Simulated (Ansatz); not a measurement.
W, quintet (typed; the unrestricted solution is spin-contaminated) (core potentials on W); PBE0/def2-SVPD (Ansatz, an electronic-structure program).

Here is a job for Ansatz.
Ansatz 0.2 input:
```yaml
crystal:
  periodic: [false, false, false]
  atoms:
    - {symbol: W, position_ang: [0.00000000, 0.00000000, 0.00000000]}
basis:
  gaussian:
    orbitals: def2-SVPD
hamiltonian:
  xc: pbe0
magnetization: {spin_polarized: true, initial_magnetization: 4}
```

The log (banner, timings and long lists left out):

```
Functional definition: PBE0
209 factors; integrals over basis functions are off by at most 2.0e-4 eV
mean field evaluation 1: about -1820.2605 eV, gradient 5.0e0 eV
mean field evaluation 2: about -1820.3864 eV, gradient 2.3e0 eV
mean field evaluation 4: about -1820.4321 eV, gradient 1.7e-1 eV
mean field evaluation 8: about -1820.4351 eV, gradient 2.3e-3 eV
mean field evaluation 16: about -1820.4857 eV, gradient 5.0e-1 eV
mean field evaluation 32: about -1820.4351 eV, gradient 3.1e-5 eV
mean field evaluation 64: about -1820.5728 eV, gradient 8.1e-6 eV
mean field evaluation 96: about -1820.1514 eV, gradient 2.2e0 eV
mean field evaluation 128: about -1820.1780 eV, gradient 4.0e0 eV
mean field -1820.57281000 eV, -66.9048167391 hartree, gradient 1.0e-5 eV, S^2 6.374779; 25 other end points of the search recorded, 0 dependent functions left out
reference -1820.57282798 eV, -66.9048173998 hartree; 9, 5 occupied and 26, 30 virtual orbitals, 209 factors
Total energy: -1820.57282798 eV, -66.9048173998 hartree
```
